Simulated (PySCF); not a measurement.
A GIAO shielding run with PySCF 2.14 (density fitting, non-relativistic, gas phase) on SMILES F[C+]1CCC=C1OC(F)F, [C6H6F3O]+:

```
$ OMP_NUM_THREADS=1 python probes_run.py task.json out

{"job": {"kind": "nmr", "xc": "PBE0", "basis": "pcSseg-1"}, "charge": 1, "multiplicity": 1}
F     -0.549336    -2.458964     0.876398
C     -0.670368    -1.254755     0.434032
C     -1.961660    -0.626117     0.169219
C     -1.587893     0.765970    -0.325240
C     -0.127032     0.806130    -0.295505
C      0.404782    -0.390833     0.151230
O      1.685371    -0.773093     0.323297
C      2.679943     0.126582     0.031462
F      2.536144     1.238869     0.768794
F      2.598231     0.517804    -1.249909
H     -2.590381    -0.617100     1.069478
H     -2.546501    -1.205711    -0.557289
H     -1.960911     0.978744    -1.334947
H     -2.010881     1.570759     0.288574
H      0.441362     1.676360    -0.590554
H      3.651531    -0.345701     0.229550
```

Hardware: 1 thread of an Intel Xeon Platinum 8375C, shared host. The job also computes population analyses, field gradients, ring-centre shieldings.

Task: How large is the calculation?

Result: 76 electrons, 200 basis functions and 1034 auxiliary functions.

Task: How long does it take, and how much memory does it need?

Result: 47 s of wall time, with 15 SCF cycles and 5 response iterations; peak memory 0.88 GiB. Times on a shared host scatter by some tens of per cent.
